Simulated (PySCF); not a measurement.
Fe(OH)2: Fe(II) (d6), charge 0. The structure is a PBE0-D3(BJ)/def2-TZVP geometry optimised for multiplicity 5; coordination linear, point group C2h, metal–donor distances 1.78 Å.

```
5

Fe    0.0000    0.0000    0.0000
O     0.0000    0.0000    1.7853
H    -0.7415    0.0000    2.3869
O     0.0000    0.0000   -1.7853
H     0.7415    0.0000   -2.3869
```

Method (PySCF 2.14, density fitting): CASSCF(6,5) with orbitals averaged over all microstates of the shell, strongly contracted NEVPT2 on the averaged canonical orbitals; basis x2c-TZVPall on the metal, x2c-SVPall elsewhere; spin-free X2C; gas phase; spin-orbit coupling by state interaction with the mean-field operator over all roots.

Task: What is the ground state?

Result: 5Ag (S = 2, orbital degeneracy 1), orbital occupations from the lowest 2.0 1.0 1.0 1.0 1.0, by NEVPT2, but only 26 cm⁻¹ below 5Bg, which doesn't decide their order.

Task: Where do the spin-allowed transitions within the shell lie?

Result: By NEVPT2: 5Bg at 26 cm⁻¹; 5Ag at 6419 cm⁻¹ (1558 nm); 5Ag at 7059 cm⁻¹ (1417 nm); 5Bg at 11006 cm⁻¹ (909 nm). All are electric-dipole forbidden at this geometry.

Task: Which is the lowest state of another spin?

Result: 3Ag at 19066 cm⁻¹ by NEVPT2; CASSCF alone puts it at 20860 cm⁻¹ above the same ground state.

Task: What ligand-field parameters describe the result?

Result: At CASSCF level (the NEVPT2 levels don't fit a ligand-field model well): orbital energies 0, 15, 5280, 7971, 8667 cm⁻¹; B = 1057 cm⁻¹; C = 4130 cm⁻¹; B over its free-ion value at the same level 0.895; rms of the fit 474 cm⁻¹; ζ = 390 cm⁻¹ (free ion 412).

Task: What magnetic behaviour follows?

Result: Degenerate or low-lying orbital states mix with the ground state, so no spin-only Hamiltonian applies. The lowest spin-orbit level is 2-fold; the next lies at 197.4 cm⁻¹. The two lowest states form a pseudo-doublet split by 0.000 cm⁻¹ with g_z = 12.00. μeff is 6.23 μB at 300 K and 6.05 μB at 10 K; the spin-only value is 4.90 μB.

No frequencies were computed for the optimised geometry. 5Bg (26 cm⁻¹) lies within 300 cm⁻¹ of 5Ag at NEVPT2 level, inside the method's error: their order is undecided, and g values and low-temperature moments can hang on it. NEVPT2 lifts 5Ag from 5657 to 6419 cm⁻¹; on the d shell alone such lifts tend to overshoot. Gaps between spin states lean to high spin in this active space.

The job took 6.1 s on one thread of Arm Neoverse V2 (shared host), with 86 basis functions, launched as `OMP_NUM_THREADS=1 python lf_run.py task.json out`.
